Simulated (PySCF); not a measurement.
Species: C₆H₈ClNSi.
SMILES with atom numbers: `[Cl:1][CH2:2][SiH2:3][c:4]1[cH:5][cH:6][cH:7][cH:8][n:9]1` (hydrogens: H10, H11 on C2; H12, H13 on Si3; H14 on C5; H15 on C6; H16 on C7; H17 on C8)

Structure used (GFN2-xTB), in Å, numbered top down from 1:
```xyz
17
C6H8ClNSi angstrom
Cl    -4.4261   -0.6559    0.1739
C     -2.6735   -0.8125    0.4648
Si    -1.7475    0.4862   -0.5760
C      0.0967    0.2617   -0.2158
C      1.0831    1.0453   -0.8073
C      2.4116    0.8168   -0.4931
C      2.7166   -0.1920    0.4071
C      1.6679   -0.9216    0.9476
N      0.4014   -0.7046    0.6484
H     -2.4017   -1.8321    0.2040
H     -2.5194   -0.6827    1.5329
H     -2.1808    1.8330   -0.1902
H     -2.0184    0.2660   -2.0003
H      0.8001    1.8200   -1.5034
H      3.1955    1.4119   -0.9403
H      3.7377   -0.4067    0.6821
H      1.8496   -1.7207    1.6557
```

IAO charges (e) from the PBE0/pcSseg-1 density (PySCF), one withheld:

```
atom        bonded to   charge
 Cl1               C2  -0.1098
  C2  Cl1 Si3 H10 H11  -0.5198
 Si3    C2 C4 H12 H13  +0.7743
  C4        Si3 C5 N9  -0.1418
  C5        C4 C6 H14  -0.1677
  C6        C5 C7 H15  -0.1208
  C7        C6 C8 H16  -0.1765
  C8        C7 N9 H17  -0.0093
  N9            C8 C4        ?
 H10               C2  +0.1781
 H11               C2  +0.1781
 H12              Si3  -0.1167
 H13              Si3  -0.1167
 H14               C5  +0.1545
 H15               C6  +0.1608
 H16               C7  +0.1623
 H17               C8  +0.1575
```

Q: What is the charge on N9?

A: The charges add up to the total charge, 0. The others sum to +0.2865, which leaves -0.2865 e for N9 (pyridine-type nitrogen); the computed value is -0.2864, the difference coming from rounding.

Q: Add each hydrogen's charge to the atom that carries it.

A: C2 -0.1636, Si3 +0.5409, C5 -0.0132, C6 +0.0400, C7 -0.0142, C8 +0.1482. Atoms without hydrogen keep their charges.

Q: Across which bond do the charges differ most?

A: Si3–C2: +0.7743 on Si3 against -0.5198 on C2, a difference of 1.2941 e. The lower charge is on the more electronegative element of the two (Pauling values: C 2.55, Si 1.90).

Q: Take the bonds between elements whose Pauling electronegativities differ by more than 0.25. In how many does the more electronegative atom carry the lower charge?

A: In 12 of 13; it doesn't in Cl1–C2.

Q: How much positive and how much negative charge does this set hold in all?

A: +1.7656 e on 7 atoms and -1.7655 e on 10.

The IAO scheme projects the occupied orbitals on a minimal set of polarised atomic orbitals and counts the electrons in each atom's part of it. Isolated species at its GFN2-xTB geometry (one conformer only).

These values come from a run that also computed NMR shieldings. Hardware: Arm Neoverse N1, one thread, on a shared host. Cost: 63 s, 0.93 GiB resident at most.
